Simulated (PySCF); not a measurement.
Theory: coordinates at the PBE0-D3(BJ)/def2-SVP level, shieldings: GIAO PBE0/pcSseg-1, in PySCF 2.14.0 with density-fitted response routines (equivalent nuclei averaged, no solvent model, no relativistic terms, single conformer).

δ = σ(ref) − σ, references computed at the same level: TMS for 1H, 13C. Carbons bonded to boron are broad in practice. Shifts are as computed. Against solution values, carbons near 30 ppm lie about +2 ppm off and those near 130 ppm about +5 ppm. Of 1313 compounds with measured shifts, 239 miss one by over three times the rms of a fit or turn the order of signals round; such compounds aren't used in these exercises.

(1) Order these molecules by the shift of their most shielded carbon, lowest δ first.
A. N#C[Si@@H]1C[C@@H]1C1CC1
B. N#C[C@]1(C[SiH3])[C@@H]2C[C@@H]21
C. [BH3-][P@+]1(C(C)(C)C)C=C1C=C
D. C#C[SiH2]/N=C/C=C/C

(2) Order these molecules by the shift of their most shielded carbon-bound hydrogen, lowest δ first.
A. N#C[Si@@H]1C[C@@H]1C1CC1
B. C#C[SiH2]/N=C/C=C/C
C. [BH3-][P@+]1(C(C)(C)C)C=C1C=C

(3) How many 13C and 1H signals does each give (equivalence by symmetry and fast rotation, but not about amide C–N or C=N bonds)? `[BH3-][P@+]1(C(C)(C)C)C=C1C=C`, `[AlH3-][P@+]12CC[C@H](CC1)C2`, `[BH3-][P@@H+]1C=CC(C(C)C)=C1C`, `N#C[Si@@H]1C[C@@H]1C1CC1`, `C#C[SiH2]/N=C/C=C/C`, `N#C[C@]1(C[SiH3])[C@@H]2C[C@@H]21`

Results:

(1) A (-3.8 ppm, three-membered-ring carbon), B (12.5 ppm, three-membered-ring carbon), D (21.8 ppm, allylic methyl carbon), C (29.2 ppm, methyl carbon).

(2) A (0.25 ppm, hydrogen on a three-membered-ring carbon), C (1.03 ppm, hydrogen on a methyl carbon), B (2.05 ppm, hydrogen on an allylic methyl carbon).

(3) [BH3-][P@+]1(C(C)(C)C)C=C1C=C: 6 C, 6 H; [AlH3-][P@+]12CC[C@H](CC1)C2: 4 C, 7 H; [BH3-][P@@H+]1C=CC(C(C)C)=C1C: 8 C, 8 H; N#C[Si@@H]1C[C@@H]1C1CC1: 6 C, 9 H; C#C[SiH2]/N=C/C=C/C: 6 C, 6 H; N#C[C@]1(C[SiH3])[C@@H]2C[C@@H]21: 5 C, 5 H.
